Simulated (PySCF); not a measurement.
Two species compared at the same levels of theory.

First species: C₃H₁₅NSi₃.
Atom-mapped SMILES: `[CH3:1][N:2]([CH3:3])[CH2:4][SiH2:5][SiH2:6][SiH3:7]` (hydrogens: H8, H9, H10 on C1; H11, H12, H13 on C3; H14, H15 on C4; H16, H17 on Si5; H18, H19 on Si6; H20, H21, H22 on Si7)

Second species: C₈H₆F₂.
SMILES: `C=C(F)C1=CC=CC(F)=C1`

Levels: PBE0/pcSseg-1 for dipole moment, HOMO energy, LUMO energy and HOMO–LUMO gap; GFN2-xTB for rotational constant A and rotational constant C. Geometries: GFN2-xTB. Each structure is a single optimised conformer of the isolated species, non-relativistic unless stated. Electronic properties by PySCF.

Dipoles, sizes and rotational constants follow the conformer. The torsions of the flexible species, by atom-mapped SMILES:
- `[CH3:1][N:2]([CH3:3])[CH2:4][SiH2:5][SiH2:6][SiH3:7]`: C1–N2–C4–Si5 -70°, N2–C4–Si5–Si6 -33°, C4–Si5–Si6–Si7 -6°
- `[CH2:1]=[C:2]([F:3])[c:4]1[cH:5][cH:6][cH:7][c:8]([F:9])[cH:10]1`: C1–C2–C4–C5 180°

Values for the first species:

* Dipole moment: 1.99 D
* HOMO energy: -6.59 eV
* LUMO energy: -0.26 eV
* HOMO–LUMO gap: 6.33 eV
* Rotational constant A: 1.477 GHz
* Rotational constant C: 0.809 GHz

(1) Estimate the same properties for the second species, and the change in each.

Answers

(1) 
| property | first | second | second less first |
| --- | --- | --- | --- |
| dipole moment | 1.99 D | 0.33 D | -1.66 D |
| HOMO energy | -6.59 eV | -7.04 eV | -0.45 eV |
| LUMO energy | -0.26 eV | -1.53 eV | -1.27 eV |
| HOMO–LUMO gap | 6.33 eV | 5.51 eV | -0.82 eV |
| rotational constant A | 1.477 GHz | 2.683 GHz | +1.206 GHz |
| rotational constant C | 0.809 GHz | 0.676 GHz | -0.133 GHz |

On the first: The dipole matches unit charges of opposite sign 0.41 Å apart (1 e·Å = 4.8032 D). A dipole of 1.99 D is allowed in C1, and pure rotational transitions are dipole-allowed.

On the second: A dipole of 0.33 D is allowed in Cs, and pure rotational transitions are dipole-allowed. In atomic units the dipole is 0.13 e·bohr (1 au = 2.5417 D).
